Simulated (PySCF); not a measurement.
**Gas-phase thermal properties of InF**

Computed with PySCF (xtb for GFN2) and rigid-rotor harmonic-oscillator thermochemistry at 1 bar. All species are closed-shell singlets. In: scalar-relativistic def2 core potential, no spin-orbit coupling. The harmonic model lacks anharmonicity and excited electronic states, which grow with temperature; levels with a mode under 35 cm⁻¹ are left out.

```csv
level,point group,σ,ZPE (kJ/mol),S°298 (J/mol/K),Cp298 (J/mol/K),S°1000 (J/mol/K),H1000 − H298 (kJ/mol)
GFN2-xTB,C∞v,1,2.0,239.2,35.8,283.7,25.9
PBE/def2-SVP,C∞v,1,3.2,236.3,33.9,279.8,25.4
PBE0/def2-TZVP,C∞v,1,3.2,236.2,34.1,279.8,25.4
```
σ: rotational symmetry number. Electronic degeneracy used: 1. Frequencies are unscaled.
